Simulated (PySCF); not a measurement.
**SMILES C#Cc1cccc(N)c1O, C8H7NO**

Cartesian coordinates in Å; atom numbers follow the order of the lines, from 1:
```xyz
17

C     3.4222   -1.2510   -0.1838
C     2.3675   -0.6811   -0.1274
C     1.1274   -0.0025   -0.0662
C     1.0818    1.3925   -0.0685
C    -0.1319    2.0470   -0.0395
C    -1.3114    1.3234    0.0286
C    -1.2898   -0.0645    0.0582
N    -2.4708   -0.8281    0.0913
C    -0.0616   -0.7346   -0.0209
O    -0.0109   -2.0992   -0.0472
H     4.3418   -1.7528   -0.2312
H     2.0082    1.9448   -0.1063
H    -0.1670    3.1259   -0.0587
H    -2.2630    1.8353    0.0652
H    -2.4664   -1.5573    0.7945
H    -3.2970   -0.2537    0.1846
H    -0.8862   -2.4321   -0.2825
```

Method: GIAO BHandHLYP/pcSseg-1 magnetisability, rotational g tensor and spin-rotation constants, non-relativistic, gas phase in PySCF 2.14.0. Geometry: GFN2-xTB.

Question: What are the magnetisability and the molar susceptibility?

Answer: Isotropic -1487 × 10⁻³⁰ J/T², or -89.5 × 10⁻⁶ cm³/mol; principal values -2065, -1214, -1182 × 10⁻³⁰ J/T², anisotropy 868 × 10⁻³⁰ J/T² (root of half the summed squared differences of the principal values). The susceptibility is in cgs units.

Question: Split it along the inertial axes a, b, c into diamagnetic and paramagnetic parts about the centre of mass, with the quadrupole moment.

Answer: 
```
axis  χ (10⁻⁶ cm³/mol)  diamagnetic (10⁻⁶ cm³/mol)  paramagnetic (10⁻⁶ cm³/mol)  summed x² of all electrons (Å²)  quadrupole Θ (D Å)
   a             -71.9                      -633.4                        561.5                            241.2              +11.91
   b             -72.4                     -1081.4                       1009.1                            135.6               +1.60
   c            -124.4                     -1598.8                       1474.4                             13.7              -13.51
```
Anisotropies 2χaa − χbb − χcc = +53.0 and 2χbb − χaa − χcc = +51.5 × 10⁻⁶ cm³/mol. Θ is traceless in Buckingham's convention.

Question: And the rotational g tensor?

Answer: 
| axis | rotational constant (GHz) | g | nuclear part | electronic part |
| --- | --- | --- | --- | --- |
| a | 2.2837 | -0.0324 | 0.5700 | -0.6024 |
| b | 1.2119 | -0.0135 | 0.5611 | -0.5745 |
| c | 0.7933 | +0.0139 | 0.5634 | -0.5495 |

Asymmetric top; isotopes 12C, 1H, 14N, 16O; no vibrational averaging.
